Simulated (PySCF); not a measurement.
C4H14OSi3.
SMILES: `[SiH3][SiH2]O[SiH2]C1CCC1`

Torsions of this conformer, `[SiH3:1][SiH2:2][O:3][SiH2:4][CH:5]1[CH2:6][CH2:7][CH2:8]1`: Si1–Si2–O3–Si4 50°, Si2–O3–Si4–C5 56°, O3–Si4–C5–C6 -172°.

The closed-shell ground state was solved at several levels (PySCF, density fitting, gas phase, non-relativistic). Geometry: PBE0-D3(BJ)/def2-SVP, one conformer, isolated molecule.

```tsv
level	basis functions	total energy (Eh)	HOMO (eV)	LUMO (eV)	gap (eV)	dipole (D)
wB97X-D/def2-SVPD	287	-1104.0829	-9.58	1.32	10.90	1.30
HF/pcSseg-1	227	-1101.2432	-10.71	2.98	13.69	1.34
```

Problem. Estimate the row for PBE0/pcSseg-1, a basis of 227 functions; the other rows only guide the guess.

Solution. Total energy -1103.8903 Eh, HOMO -7.79 eV, LUMO -0.33 eV, gap 7.46 eV, dipole 1.32 D.

Problem. Over all these levels, which gives the widest orbital gap and which the narrowest?

Solution. HF/pcSseg-1 (Hartree–Fock, all exact exchange) has the widest, 13.69 eV, and PBE0/pcSseg-1 (global hybrid, 25 % exact exchange) the narrowest, 7.46 eV. The two share the basis. From the narrowest to the widest the HOMO moves by -2.92 eV and the LUMO by +3.31 eV. The HOMO need not be the same orbital at Hartree–Fock and at DFT levels.

Problem. How far do the dipole and the HOMO energy spread over the levels?

Solution. The dipole runs from 1.30 to 1.34 D (mean 1.32 D) and the HOMO from -10.71 to -7.79 eV.

Note: wB97X-D ran without an empirical dispersion term, which enters the total energy and its gradient alone.
